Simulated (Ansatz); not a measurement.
Frontier orbitals of Cl₂OSW (`[O]=[W](=[S])([Cl])[Cl]`).

The species carries charge 0 and has multiplicity 1. Correlated methods include outer-core shells of W, which these sets cover unevenly. W: def2 effective core potential. Geometry: relaxed with PBE0-D4/def2-TZVP. Basis def2-TZVPP, Ansatz 0.2.0.

```tsv
functional	HOMO (eV)	LUMO (eV)	gap (eV)
LDA (SPW92)	-7.16	-4.36	2.80
PBE	-6.98	-4.14	2.84
BLYP	-6.80	-3.99	2.81
B97M-V	-7.34	-4.08	3.26
PBE0	-8.23	-3.49	4.74
r2SCANh	-7.76	-3.88	3.88
HSE06 (plane-wave form)	-7.84	-3.86	3.98
BHLYP	-9.32	-2.65	6.67
ωB97X-V	-10.50	-1.48	9.02
ωB97M-V	-10.33	-1.48	8.85
```

Against PBE, PBE0 changes HOMO and LUMO by −1.25 and +0.65 eV, ωB97M-V by −3.35 and +2.66 eV. A gap of 2.84 eV thus becomes 8.86 eV for the same molecule, so an orbital gap means little without its functional.
